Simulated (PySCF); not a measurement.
## Electronic structure of Sb⁺ (antimony, charge +1) at the r2SCAN level

Configuration: [Kr] 4d10 5s2 5p1 6s1, high-spin 3P determinant (an excited configuration). Computed with PySCF 2.14 in aug-cc-pwCVTZ-PP with ECP28MDF, with scalar relativity through the core potential.

* Total energy: -239.6610 hartree
* One-electron energy: -409.2828 hartree
* Hartree (Coulomb) energy: 188.6616 hartree
* Exchange-correlation energy: -19.0398 hartree
* ⟨S²⟩: 2.0039
* ⟨L²⟩: 2.494
* Sum of ⟨r⟩: 29.12 bohr
* Sum of ⟨r²⟩: 66.27 bohr²
* Traceless quadrupole moment −½Σ⟨3z² − r²⟩ along its main axis: 2.84 e·bohr²
* Time after the integrals: of the order of 9 core-seconds

```tsv
shell	electrons	mean orbital energy (hartree)	spread (hartree)	rms radius, mean of both spins (bohr)
4s α	1	-6.13270	0	0.847
4s β	1	-6.12917	0	0.847
4p α	3	-4.35754	0.01559	0.916
4p β	3	-4.35437	0.02113	0.916
4d α	5	-1.71725	0.01576	1.11
4d β	5	-1.71089	0.02397	1.11
5s α	1	-0.90353	0	2.23
5s β	1	-0.86712	0	2.23
5p α	1	-0.57168	0	2.71
6s α	1	-0.24073	0	5.49
```

Energies and moments cover only the electrons outside the core potential. The outer electron is Rydberg-like, and this basis confines it to a smaller radius and binds it less than a complete one would.
